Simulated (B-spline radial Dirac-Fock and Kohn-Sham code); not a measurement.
## X-ray emission lines of Pm¹⁶⁺

System: the Pm¹⁶⁺ ion in the configuration [Kr] 4d9.

The run's input, task.json:

```json
{"items": [{
  "Z": 61,
  "q": 16,
  "cfg": [[1, 0, 2], [2, 0, 2], [2, 1, 6], [3, 0, 2], [3, 1, 6], [3, 2, 10], [4, 0, 2], [4, 1, 6], [4, 2, 9]],
  "A": 145,
  "rrms": 4.962,
  "do": ["binding"]
}]}
```

Command: `python xray_run.py task.json out`

Method: Dirac-Fock energy differences between relaxed states, corrected for Breit and QED terms. Computed with a radial atomic solver. A line energy is the difference of two single-hole energies; the list is a selection of electric-dipole transitions between resolved j subshells. Correlation and solid-state effects are left out.

```
        line  energy (eV)  wavelength (Å)
 Kβ2' (K-N3)      44968.8         0.27571
Kβ2'' (K-N2)      44941.6         0.27588
  Kβ1 (K-M3)      43823.7         0.28292
  Kβ3 (K-M2)      43710.0         0.28365
  Kα1 (K-L3)      38722.6         0.32019
  Kα2 (K-L2)      38169.2         0.32483
 Lγ3 (L1-N3)       7219.3          1.7174
 Lγ2 (L1-N2)       7192.2          1.7239
 Lγ5 (L2-N1)       6700.5          1.8504
 Lβ6 (L3-N1)       6147.1          2.0170
 Lβ3 (L1-M3)       6074.3          2.0411
 Lβ1 (L2-M4)       5961.8          2.0797
 Lβ4 (L1-M2)       5960.5          2.0801
 Lα2 (L3-M4)       5408.4          2.2925
  Lη (L2-M1)       5361.6          2.3124
  Lℓ (L3-M1)       4808.2          2.5786
 Mζ2 (M4-N2)        810.6          15.295
```
